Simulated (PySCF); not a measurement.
C3H9Ge, SMILES C[CH][CH2][GeH3], multiplicity 2. Geometry: ωB97X-D3(BJ)/def2-SVP. The isomer is the one that the SMILES or the coordinates give; other isomers of the formula were not compared. One conformer was computed; it need not be the lowest.

Computed equilibrium geometry at ωB97X-D3(BJ)/def2-SVP (PySCF confirms it by a frequency run) as bond lengths and angles (one conformer of several):
Atoms: C1 C2 C3 Ge4 H5 H6 H7 H8 H9 H10 H11 H12 H13. Bonds (Å): C1–C2 1.494, C1–H5 1.101, C1–H6 1.105, C1–H7 1.110, C2–C3 1.485, C2–H8 1.096, C3–Ge4 1.978, C3–H9 1.102, C3–H10 1.104, Ge4–H11 1.539, Ge4–H12 1.539, Ge4–H13 1.541. Bond angles (°): C2–C1–H5 111.8, C2–C1–H6 111.4, C2–C1–H7 112.3, H5–C1–H6 108.1, H5–C1–H7 106.8, H6–C1–H7 106.2, C1–C2–C3 121.4, C1–C2–H8 118.8, C3–C2–H8 118.2, C2–C3–Ge4 111.3, C2–C3–H9 112.0, C2–C3–H10 111.7, Ge4–C3–H9 106.7, Ge4–C3–H10 107.0, H9–C3–H10 107.8, C3–Ge4–H11 109.4, C3–Ge4–H12 109.7, C3–Ge4–H13 111.0, H11–Ge4–H12 108.7, H11–Ge4–H13 109.1, H12–Ge4–H13 108.9.
Charge 0, spin multiplicity 2.
